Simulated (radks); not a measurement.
Os I, 76 electrons, occupied as [Xe] 4f14 5d6 6s2 (the NIST ground configuration).

Calculated with a radial shooting solver on a logarithmic mesh with Libxc functionals: scalar-relativistic Kohn-Sham, LDA (Slater exchange, Perdew-Wang correlation), spin-polarised, spherical densities, point nucleus; open shells are filled with parallel spins first (spin-orbit coupling, left out, can overturn this in heavy ions).

Energy parts (eV):
total: -469235.73
kinetic: 520080.82
electron-nucleus: -1163298.86
Hartree: 182919.45
exchange-correlation: -8937.13

Orbitals (lengths in bohr, moments of r in powers of bohr; r(max) is where P^2 peaks):
\begin{tabular}{lrrrr}
orbital & occ. & eigenvalue (eV) & <r> & r(max) \\ \hline
1s up & 1 & -73819.59 & 0.01774 & 0.01103 \\
1s down & 1 & -73819.58 & 0.01774 & 0.01103 \\
2s up & 1 & -12857.50 & 0.07493 & 0.06343 \\
2s down & 1 & -12857.30 & 0.07493 & 0.06343 \\
2p up & 3 & -11199.24 & 0.06730 & 0.05220 \\
2p down & 3 & -11199.06 & 0.06730 & 0.05220 \\
3s up & 1 & -2991.524 & 0.1940 & 0.1789 \\
3s down & 1 & -2991.425 & 0.1940 & 0.1789 \\
3p up & 3 & -2504.740 & 0.1947 & 0.1775 \\
3p down & 3 & -2504.635 & 0.1947 & 0.1775 \\
3d up & 5 & -1960.237 & 0.1763 & 0.1444 \\
3d down & 5 & -1960.083 & 0.1763 & 0.1444 \\
4s up & 1 & -630.5457 & 0.4321 & 0.4049 \\
4s down & 1 & -630.3340 & 0.4321 & 0.4049 \\
4p up & 3 & -470.8361 & 0.4597 & 0.4252 \\
4p down & 3 & -470.6227 & 0.4597 & 0.4253 \\
4d up & 5 & -272.6156 & 0.4894 & 0.4346 \\
4d down & 5 & -272.3584 & 0.4891 & 0.4346 \\
5s up & 1 & -92.4072 & 1.007 & 0.9137 \\
5s down & 1 & -90.7769 & 1.003 & 0.9110 \\
4f up & 7 & -52.2711 & 0.5578 & 0.4049 \\
4f down & 7 & -51.8496 & 0.5553 & 0.4048 \\
5p up & 3 & -51.8076 & 1.172 & 1.032 \\
5p down & 3 & -49.7966 & 1.166 & 1.027 \\
5d up & 5 & -7.3160 & 1.793 & 1.361 \\
6s up & 1 & -6.8698 & 2.903 & 2.435 \\
6s down & 1 & -5.6982 & 3.069 & 2.524 \\
5d down & 1 & -5.1792 & 1.868 & 1.357 \\
\end{tabular}

The highest occupied level is 5d down at -5.179 eV. For comparison, the ionisation energy in NIST's Atomic Spectra Database is 8.438 eV (measured). In exact Kohn-Sham theory the highest level is minus the ionisation energy, but local and semilocal functionals leave it too shallow, through self-interaction and a potential that decays too fast; potentials with the right tail come closer.
